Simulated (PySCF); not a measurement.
All of these have the formula C5H9OP. The calculation used TDDFT PBE0/def2-SVPD, vertical, gas phase, core orbitals frozen in the response in PySCF 2.14.0, density-fitted response routines. Geometries: GFN2-xTB; one conformer of each isolated species. Triplets are in the Tamm–Dancoff approximation.

A. `O=P(C=C)(C)C=C`
B. `CC1=CC[P@@H](=O)C1`
C. `C1CC(=O)CCP1`

Lowest singlet levels (six at most, fewer where fewer were computed) with oscillator strengths:

1. 6.49 eV (f 0.017); 6.60 eV (f 0.047); 6.66 eV (f 0.008); 6.93 eV (f 0.121); 7.14 eV (f 0.003); 7.15 eV (f 0.017); T1 4.31 eV
2. 4.29 eV (f 0.000); 5.33 eV (f 0.008); 6.51 eV (f 0.043); 6.72 eV (f 0.048); 6.80 eV (f 0.004); 6.89 eV (f 0.002); T1 3.70 eV
3. 5.59 eV (f 0.011); 5.62 eV (f 0.014); 6.43 eV (f 0.027); 6.49 eV (f 0.005); 6.61 eV (f 0.208); 6.72 eV (f 0.023); T1 4.27 eV

Task: Match each spectrum to its molecule.

Result: 1 = B, 2 = C, 3 = A.
- A: S1 at 5.59 eV, HOMO-1→LUMO (97%); Löwdin shares by element: HOMO oxygen 58%, phosphorus 14%, carbon 13% or more (atoms not listed hold the other 15%); LUMO carbon 73% or more (atoms not listed hold the other 27%); HOMO -7.76 and LUMO -0.95 eV; point group Cs.
- B: S1 at 6.49 eV, HOMO-1→LUMO (97%); Löwdin shares by element: HOMO carbon 75% or more (atoms not listed hold the other 25%); LUMO carbon 65% or more, hydrogen 6% or more (atoms not listed hold the other 29%); HOMO -7.40 and LUMO -0.01 eV.
- C: S1 at 4.29 eV, HOMO-1→LUMO (95%); S1 has the pattern of n→π* at C=O; HOMO -7.12 and LUMO -0.73 eV; point group Cs, 1 of its 6 listed states under f = 0.0005.
